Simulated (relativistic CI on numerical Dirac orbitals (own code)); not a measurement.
**d2 in a ligand field**

Computed with a parametric ligand-field model of a d^n configuration (Racah B and C, spin-orbit zeta, crystal field), exact diagonalisation.

Field parameters in Wybourne normalisation: Oh B⁴₀ = 21Dq, B⁴₄ = √(5/14) B⁴₀; Td as Oh with Dq negative (B⁴₀ = 21Dq, B⁴₄ = √(5/14) B⁴₀). The field is a parameter set, without covalency.

(1) Lowest levels for B = 660, C = 2450, ζ = 490 cm⁻¹, Oh, 10Dq = 6750 cm⁻¹?

(2) Lowest levels for B = 520, C = 2150, ζ = 260 cm⁻¹, Oh, 10Dq = 10250 cm⁻¹?

(3) Lowest levels for B = 550, C = 2640, ζ = 640 cm⁻¹, Td, 10Dq = -2850 cm⁻¹?

(4) Lowest levels for B = 800, C = 3480, ζ = 680 cm⁻¹, Oh, 10Dq = 8900 cm⁻¹?

(5) Lowest levels for B = 570, C = 2480, ζ = 870 cm⁻¹, Oh, 10Dq = 22150 cm⁻¹?

Results:

(1) E 0 (S 1.00), T2 70 (S 1.00), T1 782 (S 1.00), A1 1154 (S 1.00), T2 6127 (S 0.98), A2 6140 (S 1.00), T1 6536 (S 1.00), E 6586 (S 1.00), T2 9777 (S 0.07) cm⁻¹, with S from ⟨S²⟩ = S(S + 1). The ground level has 0.10 electrons in the cubic e pair.

(2) E 0 (S 1.00), T2 12 (S 1.00), T1 364 (S 1.00), A1 538 (S 1.00), T2 7854 (S 0.08), E 8078 (S 0.01), A2 9386 (S 1.00), T2 9509 (S 0.97), T1 9584 (S 1.00) cm⁻¹, with S from ⟨S²⟩ = S(S + 1). The ground level has 0.04 electrons in the cubic e pair.

(3) T2 0 (S 1.00), E 2638 (S 0.99), A2 2859 (S 1.00), T2 3045 (S 1.00), T1 3185 (S 1.00), T2 4995 (S 1.00), E 5297 (S 1.00), T1 5831 (S 1.00), A1 6111 (S 1.00) cm⁻¹, with S from ⟨S²⟩ = S(S + 1). The ground level has 1.90 electrons in the cubic e pair.

(4) E 0 (S 1.00), T2 99 (S 1.00), T1 1083 (S 1.00), A1 1596 (S 1.00), T2 8127 (S 0.98), A2 8153 (S 1.00), T1 8704 (S 1.00), E 8775 (S 1.00), T2 12980 (S 0.08) cm⁻¹, with S from ⟨S²⟩ = S(S + 1). The ground level has 0.09 electrons in the cubic e pair.

(5) E 0 (S 1.00), T2 49 (S 1.00), T1 1173 (S 1.00), A1 1666 (S 1.00), T2 9238 (S 0.03), E 9397 (S 0.02), A1 20152 (S 0.04), A2 21116 (S 1.00), T2 21372 (S 0.99) cm⁻¹, with S from ⟨S²⟩ = S(S + 1). The ground level has 0.02 electrons in the cubic e pair.
